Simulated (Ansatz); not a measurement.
The same ligand exchange along the group B, Al, In.

Computed with Ansatz on PBE0-D4/def2-TZVP structures; ΔE is electronic, products minus reactants. CCSD(T)/CBS is the MP2 limit (def2-TZVPP, def2-QZVPP) plus CCSD(T) − MP2 in def2-TZVPP, frozen cores. This one scheme is used for every species. Elements past krypton have def2 core potentials. For In, Se outer-core shells are correlated without core-valence functions, which leaves a few kJ/mol of doubt a bond. Scalar relativity is left out up to krypton. Each species was taken in one conformer, which may not be the lowest.

Task: Order these by ΔE at CCSD(T)/CBS, lowest first. (An estimate is asked.)
A. `FB(Cl)[SeH]` + H–F → `FB(F)Cl` + H₂Se
B. `[F][Al]([Cl])[SeH]` + H–F → `[F][Al]([F])[Cl]` + H₂Se
C. `[F][In]([Cl])[SeH]` + H–F → `[F][In]([F])[Cl]` + H₂Se

Result: A (-0.78 eV), B (-0.55 eV), C (+0.81 eV).

Largest T1 diagnostic: 0.016, for `[F][In]([F])[Cl]`.
